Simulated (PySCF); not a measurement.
How methods differ on the excitation energy of Ar²⁺

Ar²⁺ [Ne] 3s2 3p4 (3P) → Ar²⁺ [Ne] 3s2 3p3 3d1 (5D), as a difference of total energies. Computed with PySCF 2.14 in aug-cc-pwCVDZ (6s5p3d, 36 functions), with the non-relativistic Hamiltonian (point nucleus). Correlated levels: valence: [Ne] frozen; valence and next inner shell: 1s2 frozen; nothing frozen. The calculations carry no spin-orbit coupling.

```csv
method,excitation energy (eV)
UHF,17.896
LDA,18.592
PBE,18.369
PBE0,18.419
r2SCAN,18.456
M06-L,18.701
r2SCAN0,18.452
LC-wPBE,18.544
revPBE,18.340
MP2 (valence),18.655
SCS-MP2 (valence),18.662
MP2 (valence and next inner shell),18.702
SCS-MP2 (valence and next inner shell),18.692
MP2 (all electrons),18.702
SCS-MP2 (all electrons),18.692
```

Question: How much does correlation contribute at MP2 (all electrons)?

Answer: 18.702 − (17.896) = 0.806 eV, measured against UHF.

A first-order spin-orbit estimate (lowest level to lowest level, LS coupling) adds 0.057 eV.

The promoted electron is Rydberg-like, and one or two diffuse shells describe it only roughly, which tends to raise the upper state.
